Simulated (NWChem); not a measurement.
SnHI, singlet; SMILES [SnH][I]

Program: NWChem. Low-valent species are run as closed-shell singlets; no triplet was tried in these runs. Geometry: optimised at PBE0/def2-SVP. def2 effective core potentials on Sn, I; no spin-orbit coupling. B3LYP is NWChem's, with the RPA form of VWN correlation. Vertical excitations in the gas phase; the lowest state need not have the same character in each row.

For level PBE0/def2-SVPD, TDA:

```
Item                                      Result
----------------------------------------  ------
lowest excitation, singlet (eV)             2.43
lowest state with f > 0.02, singlet (eV)    3.78
orbital gap (eV)                            3.56
```

Question: What are these values for level B3LYP/def2-SVPD, TDA?

Answer: The lowest excitation, singlet (eV) is 2.33 and the lowest state with f > 0.02, singlet (eV) comes out as 3.65. The orbital gap (eV) is 3.17.
